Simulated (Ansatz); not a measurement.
The cluster Hf₃⁺ (the lowest doublet isomer of a short search), 3 atoms. Hardware: 4 threads of Arm Neoverse V1 on a shared host.

In the def2 sets Hf takes a core potential; there is no spin–orbit coupling. Correlated methods freeze no core orbitals; core or outer-core shells of Hf are correlated, in sets that lack core-valence functions.

Question: How many basis functions does each of these Ansatz runs have, and roughly what does it cost? LDA (SPW92)/def2-TZVP, charge 1 quartet, energy, from earlier orbitals; PBE with 50 % exact exchange/def2-TZVP, charge 1 doublet, energy, from earlier orbitals; BLYP-D4/def2-TZVP, charge 1 doublet, energy, from earlier orbitals; BLYP-D4/def2-TZVP, charge 1 quartet, energy, from earlier orbitals; PBE-D4/def2-TZVP, charge 1 doublet, relaxation, 6 steps; ωB97M-V/def2-TZVP, charge 1 quartet, energy, from earlier orbitals; PBE0-D4/def2-TZVP, charge 0 triplet at the geometry of the charge 1 doublet, energy; PBE with 15 % exact exchange/def2-TZVP, charge 1 doublet, energy, from earlier orbitals; PBE0-D4/def2-TZVP, charge 0 singlet at the geometry of the charge 1 doublet, energy; LDA (SPW92)/def2-TZVP, charge 1 doublet, energy, from earlier orbitals; RPA@PBE/def2-TZVP, charge 1 doublet, energy, from earlier orbitals; PBE with 35 % exact exchange/def2-TZVP, charge 1 doublet, energy, from earlier orbitals.

Answer: Other jobs shared the machine, so times can vary by a factor of up to 3. A dash marks memory too small to be measured apart from the calling script's.

```json
{"run": "LDA (SPW92)/def2-TZVP, charge 1 doublet, energy, from earlier orbitals", "functions": "120", "fitting or Cholesky vectors": "1035", "wall time": "6 s", "peak host memory (GiB)": "–"}
{"run": "PBE0-D4/def2-TZVP, charge 0 singlet at the geometry of the charge 1 doublet, energy", "functions": "120", "fitting or Cholesky vectors": "1179", "wall time": "7.5 s", "peak host memory (GiB)": "–"}
{"run": "BLYP-D4/def2-TZVP, charge 1 quartet, energy, from earlier orbitals", "functions": "120", "fitting or Cholesky vectors": "1035", "wall time": "9.5 s", "peak host memory (GiB)": "–"}
{"run": "PBE with 15 % exact exchange/def2-TZVP, charge 1 doublet, energy, from earlier orbitals", "functions": "120", "fitting or Cholesky vectors": "1074", "wall time": "13 s", "peak host memory (GiB)": "–"}
{"run": "BLYP-D4/def2-TZVP, charge 1 doublet, energy, from earlier orbitals", "functions": "120", "fitting or Cholesky vectors": "1035", "wall time": "14 s", "peak host memory (GiB)": "–"}
{"run": "PBE with 35 % exact exchange/def2-TZVP, charge 1 doublet, energy, from earlier orbitals", "functions": "120", "fitting or Cholesky vectors": "1293", "wall time": "14 s", "peak host memory (GiB)": "–"}
{"run": "PBE with 50 % exact exchange/def2-TZVP, charge 1 doublet, energy, from earlier orbitals", "functions": "120", "fitting or Cholesky vectors": "1359", "wall time": "15 s", "peak host memory (GiB)": "–"}
{"run": "LDA (SPW92)/def2-TZVP, charge 1 quartet, energy, from earlier orbitals", "functions": "120", "fitting or Cholesky vectors": "1035", "wall time": "15 s", "peak host memory (GiB)": "–"}
{"run": "RPA@PBE/def2-TZVP, charge 1 doublet, energy, from earlier orbitals", "functions": "120", "fitting or Cholesky vectors": "1086", "wall time": "16 s", "peak host memory (GiB)": "–"}
{"run": "PBE0-D4/def2-TZVP, charge 0 triplet at the geometry of the charge 1 doublet, energy", "functions": "120", "fitting or Cholesky vectors": "1179", "wall time": "17 s", "peak host memory (GiB)": "–"}
{"run": "PBE-D4/def2-TZVP, charge 1 doublet, relaxation, 6 steps", "functions": "120", "fitting or Cholesky vectors": "1035", "wall time": "31 s", "peak host memory (GiB)": "–"}
{"run": "ωB97M-V/def2-TZVP, charge 1 quartet, energy, from earlier orbitals", "functions": "120", "fitting or Cholesky vectors": "1074", "wall time": "73 s", "peak host memory (GiB)": "0.84"}
```
